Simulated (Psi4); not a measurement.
H3ClSi (SMILES [SiH3]Cl), singlet, at a GFN2-xTB geometry; HF/aug-cc-pVDZ (Psi4).

Here is a job for Psi4.
```
memory 2 GB

molecule mol {
0 1
  Si   -0.961630   -0.053813   -0.059391
  Cl    1.041567    0.058286    0.064328
  H    -1.299661   -1.056901   -1.062613
  H    -1.467066    1.257504   -0.449118
  H    -1.477096   -0.438088    1.249628
}

set basis aug-cc-pvdz
set reference rhf

energy('scf')
print_variables()
```

What the program printed (banner, timings and long lists left out):

```
   => Loading Basis Set <=

    Name: AUG-CC-PVDZ
    Role: ORBITAL
    Keyword: BASIS

         ---------------------------------------------------------
                                   SCF
               by Justin Turney, Rob Parrish, Andy Simmonett
                          and Daniel G. A. Smith
                              RHF Reference
         ---------------------------------------------------------

  ==> Geometry <==

    Molecular point group: c1
    Full point group: C1

    Geometry (in Angstrom), charge = 0, multiplicity = 1:

       Center              X                  Y                   Z               Mass
    ------------   -----------------  -----------------  -----------------  -----------------
         SI          -1.041090047271    -0.058259448199    -0.064298509573    27.976926534650
         CL           0.962106952729     0.053839551801     0.059420490427    34.968852682000
         H           -1.379121047271    -1.061347448199    -1.067520509573     1.007825032230
         H           -1.546526047271     1.253057551801    -0.454025509573     1.007825032230
         H           -1.556556047271    -0.442534448199     1.244720490427     1.007825032230

  Running in c1 symmetry.

  Rotational constants: A =      2.90351  B =      0.23148  C =      0.23148 [cm^-1]
  Rotational constants: A =  87045.01564  B =   6939.47936  C =   6939.47934 [MHz]
  Nuclear repulsion =   88.100193400880713

  Charge       = 0
  Multiplicity = 1
  Electrons    = 34
  Nalpha       = 17
  Nbeta        = 17

  ==> Algorithm <==

  SCF Algorithm Type is DF.
  DIIS enabled.
  MOM disabled.
  Fractional occupation disabled.
  Guess Type is SAD.
  Energy threshold   = 1.00e-06
  Density threshold  = 1.00e-06
  Integral threshold = 1.00e-12

  ==> Primary Basis <==

  Basis Set: AUG-CC-PVDZ
    Blend: AUG-CC-PVDZ
    Number of shells: 37
    Number of basis functions: 81
    Number of Cartesian functions: 85
    Spherical Harmonics?: true
    Max angular momentum: 2

   => Loading Basis Set <=

    Name: (AUG-CC-PVDZ AUX)
    Role: JKFIT
    Keyword: DF_BASIS_SCF

  ==> Integral Setup <==

  SCF_SUBTYPE=INCORE selected. In-core MEM_DF algorithm will be used.
  Using in-core AOs.

  ==> MemDFJK: Density-Fitted J/K Matrices <==

    J tasked:                   Yes
    K tasked:                   Yes
    wK tasked:                   No
    Algorithm:                 Core
    Schwarz Cutoff:           1E-12
    Mask sparsity (%):       0.0000
    Fitting Condition:        1E-10

   => Auxiliary Basis Set <=

  Basis Set: (AUG-CC-PVDZ AUX)
    Blend: AUG-CC-PVDZ-JKFIT
    Number of shells: 116
    Number of basis functions: 352
    Number of Cartesian functions: 405
    Spherical Harmonics?: true
    Max angular momentum: 3

  Minimum eigenvalue in the overlap matrix is 3.7909331191E-04.
  Reciprocal condition number of the overlap matrix is 4.9723003705E-05.
    Using symmetric orthogonalization.

  ==> Pre-Iterations <==

  SCF Guess: Superposition of Atomic Densities via on-the-fly atomic UHF (no occupation information).

   -------------------------
    Irrep   Nso     Nmo
   -------------------------
     A         81      81
   -------------------------
    Total      81      81
   -------------------------

  ==> Iterations <==

                           Total Energy        Delta E     RMS |[F,P]|

   @DF-RHF iter SAD:  -749.89922630735350   -7.49899e+02   0.00000e+00
   @DF-RHF iter   1:  -750.20015607125470   -3.00930e-01   1.70254e-03 DIIS/ADIIS
   @DF-RHF iter   2:  -750.22046452834093   -2.03085e-02   5.16976e-04 DIIS/ADIIS
   @DF-RHF iter   3:  -750.22252861468053   -2.06409e-03   1.86158e-04 DIIS/ADIIS
   @DF-RHF iter   4:  -750.22280530906494   -2.76694e-04   2.39354e-05 DIIS
   @DF-RHF iter   5:  -750.22281096074312   -5.65168e-06   5.72594e-06 DIIS
   @DF-RHF iter   6:  -750.22281121920514   -2.58462e-07   1.26385e-06 DIIS
   @DF-RHF iter   7:  -750.22281123076414   -1.15590e-08   2.57503e-07 DIIS
  Energy and wave function converged.

  ==> Post-Iterations <==

    Orbital Energies [Eh]
    ---------------------

    Doubly Occupied:

[...]
    Virtual:

[...]
      81A      2.333768

    Final Occupation by Irrep:
              A
    DOCC [    17 ]
    NA   [    17 ]
    NB   [    17 ]

  @DF-RHF Final Energy:  -750.22281123076414

   => Energetics <=

    Nuclear Repulsion Energy =             88.1001934008807126
    One-Electron Energy =               -1213.3373405915872354
    Two-Electron Energy =                 375.0143359599425139
    Total Energy =                       -750.2228112307640231

Computation Completed

Properties will be evaluated at   0.000000,   0.000000,   0.000000 [a0]

Properties computed using the SCF density matrix

 Multipole Moments:

 ------------------------------------------------------------------------------------
     Multipole            Electronic (a.u.)      Nuclear  (a.u.)        Total (a.u.)
 ------------------------------------------------------------------------------------

 L = 1.  Multiply by 2.5417464519 to convert [e a0] to [Debye]
 Dipole X            :          4.5499548           -5.1053703           -0.5554155
 Dipole Y            :          0.2546157           -0.2856968           -0.0310811
 Dipole Z            :          0.2810105           -0.3153128           -0.0343023
 Magnitude           :                                                    0.5573411

 ------------------------------------------------------------------------------------

  Variable Map:
  ----------------------------------------------------------------------------
[...]
  Array Variable Map:
  ----------------------------------------------------------------------------
[...]
[...]
```
